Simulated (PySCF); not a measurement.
Mo: ionisation energy

Mo [Kr] 4d5 5s1 (7S) → Mo⁺ [Kr] 4d5 (6S), as a difference of total energies. Calculation: PySCF 2.14, in x2c-TZVPPall; the spin-free X2C one-electron Hamiltonian (Gaussian nucleus). Correlated levels: valence and next inner shell: [Ar] 3d10 frozen. The calculations carry no spin-orbit coupling.

Q: Order these methods by the ionisation energy they give, lowest first.
A. MP2 (valence and next inner shell)
B. CCSD(T) (valence and next inner shell)
C. CCSD (valence and next inner shell)
D. SCS-MP2 (valence and next inner shell)

A: D (6.711 eV), C (6.980 eV), B (7.042 eV), A (7.092 eV).

Errors of the correlated levels include the incompleteness of this basis and the frozen core.

For comparison: 7.092 eV (measured; NIST Atomic Spectra Database, ionization energies).
